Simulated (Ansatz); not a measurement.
Reaction (redistribution): `[Cl][GeH2][I]` + `C=NBC` → `[CH3][GeH2][Cl]` + `C=NBI`

Computed with Ansatz on PBE0-D4/def2-TZVP structures; ΔE is electronic, products minus reactants. CBS: MP2 limit from def2 TZ/QZ plus the TZ coupled-cluster correction, frozen cores. Functionals use def2-TZVPP. Elements past krypton have def2 core potentials. For Ge, I outer-core shells are correlated without core-valence functions, which leaves a few kJ/mol of doubt a bond. Scalar relativity is left out up to krypton. One conformer a species, not always the lowest.

```
             level  ΔE (kJ/mol)
        r2SCAN0-D4         24.9
            B2PLYP         22.3
               PBE         26.0
            r2SCAN         24.8
    MP2/def2-TZVPP         12.3
    MP2/def2-QZVPP         14.6
SCS-MP2/def2-QZVPP         16.3
    CCSD/CBS(def2)         20.2
```

(1) What does CCSD(T)/CBS give? (An estimate is asked.)

(2) What do rigid-rotor, harmonic-oscillator terms from PBE0-D4/def2-TZVP frequencies (298.15 K, 1 bar) make of the CCSD(T)/CBS value? (An estimate is asked.)

Largest T1 diagnostic among the species: 0.014.

Answers

(1) Ansatz gave: +18.2 kJ/mol. The listed levels differ from it by 6.7, 4.1, 7.8, 6.6, -5.9, -3.6, -1.9, 2.0 kJ/mol.

(2) Ansatz gave: ΔZPE = -0.9 kJ/mol, ΔH = +17.2 kJ/mol, ΔS = 1 J/(mol·K), ΔG = +16.9 kJ/mol.

In def2-TZVPP, CCSD(T) changes the Hartree–Fock value by −13.6 kJ/mol (the triples alone add −1.9 kJ/mol) and MP2 by −15.9 kJ/mol. Leaving LDA and LC-ωPBE aside and taking each functional with its dispersion term where it has one, the values, not all of them listed here, spread over 8.2 kJ/mol, from PBE-QIDH to BHLYP-D4. At CCSD(T), def2-SVP lies +4.2 kJ/mol from the extrapolated value and def2-TZVPP −3.5 kJ/mol.
